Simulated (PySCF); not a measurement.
Ionisation energy of Bi(2+) by level of theory

Bi(2+) [Xe] 4f14 5d10 6s2 6p1 (2P) → Bi(3+) [Xe] 4f14 5d10 6s2 (1S), as a difference of total energies. Computed with PySCF 2.14 in aug-cc-pVDZ-PP with ECP60MDF, with scalar relativity through the core potential. Correlated levels: valence: 5s2 5p6 5d10 frozen. The calculations carry no spin-orbit coupling.

```
           method  ionisation energy (eV)
              UHF                  23.004
    MP2 (valence)                  23.127
SCS-MP2 (valence)                  23.111
   CCSD (valence)                  23.182
CCSD(T) (valence)                  23.187
  CCSDT (valence)                  23.189
    FCI (valence)                  23.189
```

Q: How much does correlation contribute at CCSD(T) (valence)?

A: 23.187 − (23.004) = 0.183 eV, measured against UHF.

The reference lies between the lowest fine-structure levels, while these numbers refer to the centres of the terms.

Errors of the correlated levels include the incompleteness of this basis and the frozen core.

Every method misses the reference by a wide margin, which points to the basis or the choice of state and not to the methods.

For comparison: 25.571 eV (measured; NIST Atomic Spectra Database, ionization energies).
